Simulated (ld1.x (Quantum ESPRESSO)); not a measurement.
**barium (Ba), TM: configuration errors across variants**

ld1.x (Quantum ESPRESSO) 7.5 input, shortened:

```
&input
   title='Ba', zed=56., rel=0, dft='PBE', iswitch=3,
   config='[Xe] 5d0 6s2 6p0'
 /
 &inputp
   pseudotype=2, tm=.true., lloc=2,
   nlcc=.false.
 /
3
5S  1  0   2.00   0.00  2.95  2.95  0.0
5P  2  1   6.00   0.00  2.50  2.50  0.0
5D  3  2   0.00   0.00  3.95  3.95  0.0
 &test
   configts(1)='5s2 5p6 5d0 6s2 6p0'
 /
```

Occupied shells without a wave of their own: 6s. They enter only through the test configuration that unscreens the potential.

All-electron excitation energies from the reference (eV): (1) 5s2 5p6 5d0 6s1 6p0 5.195; (2) 5s2 5p6 5d0 6s0 6p0 14.838; (3) 5s2 5p6 5d0 6s1.5 6p0 2.072; (4) 5s2 5p6 5d1 6s0 6p0 5.150; (5) 5s2 5p6 5d1 6s1 6p0 0.743; (6) 5s2 5p5 5d0 6s2 6p0 23.453; (7) 5s1 5p6 5d0 6s2 6p0 36.361.

For the base: The 6s level has no wave, so the channel is fitted at the deeper level alone: the likely source of the large errors.

3 further variants failed, have other tests or too few solved ones, and are left out.

Errors AE − PS in meV (a dash: test not solved or not reliable):

```tsv
change	(1)	(2)	(3)	(4)	(5)	(6)	(7)	bound ghosts
base	+164	+431	+71	+276	+101	+20	-84	none
all radii scaled by about 0.77 (s 2.26, p 1.92, d 3.04 bohr)	+228	+634	+97	+377	+129	-11	-4.8	none
all radii scaled by about 0.96 (s 2.84, p 2.40, d 3.80 bohr)	+159	+425	+68	+264	+94	+15	-77	none
all radii scaled by about 1.03 (s 3.04, p 2.58, d 4.08 bohr)	+147	+377	+64	+249	+94	+32	-80	none
all radii scaled by about 1.13 (s 3.34, p 2.82, d 4.46 bohr)	+282	+710	+124	+489	+191	+57	-111	none
```

Problem. Give the same row for: all radii scaled by about 0.83 (s 2.44, p 2.06, d 3.26 bohr).

Solution. +214, +593, +91, +352, +120, -2.1, -7.7; bound ghosts: none.
